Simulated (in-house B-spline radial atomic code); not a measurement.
**RPA and G0W0 on BHandHLYP: Mo6+**

Configuration [Ar] 3d10 4s2 4p6, mean-field start BHandHLYP. Computed with an all-electron radial atomic-structure program (B-spline basis): all electrons, non-relativistic, point nucleus, each spin shell either full or empty, empty states to l = 9 with an (l + 1/2)⁻⁴ tail; G0W0 by contour deformation at full frequency.

Without relativity these are model numbers: it shifts the levels of so heavy an element strongly and can reorder them.

Command:
```bash
python run_gw.py task.json out
```
Settings (radii: box in bohr, nucleus in fm):
```
Z                        42
electrons                36
configuration            [Ar] 3d10 4s2 4p6
hamiltonian              nr
method                   bhandhlyp
lmax                     9
spin_polarised           False
box_radius               9.29
intervals                51
```

Time taken, with all properties: 1.7 s on 1 thread of Arm Neoverse V1 (shared host).

Energies (hartree):

```tsv
term	value
mean-field total	-3969.68257
Hartree-Fock functional on these orbitals	-3967.83662
direct second order	-2.9141
second-order exchange	0.8349
SOSEX correction	0.78533
```

(1) What is the RPA correlation energy, and what remains with SOSEX?

Quasi-particle levels (eV):

```json
{"level": "4p", "occupied": "yes", "mean field": "-121.53", "Σx - vxc": "-3.90", "Σc": "?", "QP weight": "?", "G0W0": "?"}
{"level": "4s", "occupied": "yes", "mean field": "-149.14", "Σx - vxc": "-6.99", "Σc": "4.51", "QP weight": "0.857", "G0W0": "-151.61"}
{"level": "3d", "occupied": "yes", "mean field": "-325.86", "Σx - vxc": "-13.89", "Σc": "5.99", "QP weight": "0.946", "G0W0": "-333.75"}
{"level": "4d", "occupied": "no", "mean field": "-72.84", "Σx - vxc": "5.25", "Σc": "-2.18", "QP weight": "0.975", "G0W0": "-69.77"}
```

G0W0 = mean field + (Σx - vxc) + Σc, with Σc (partial-wave tail included) taken at the quasi-particle energy. Only the outer levels were computed. Levels of low weight are left out.

(2) Where does G0W0 put 4p?

## Answers

(1) RPA gives -2.6223 hartree (-1.98 eV per electron); RPA + SOSEX gives -1.837, and the second-order doubles -2.0792 hartree (no singles). RPA lacks exchange-type terms and so overcorrelates at short range.

(2) At -126.25 eV, with Σc = -0.82 eV and a quasi-particle weight of 0.966. The tabulated removal energy is 125.638 ± 0.025 eV (NIST, semi-empirical); the calculation leaves out relativity, Breit and QED terms, and what these don't explain is the method's own error.
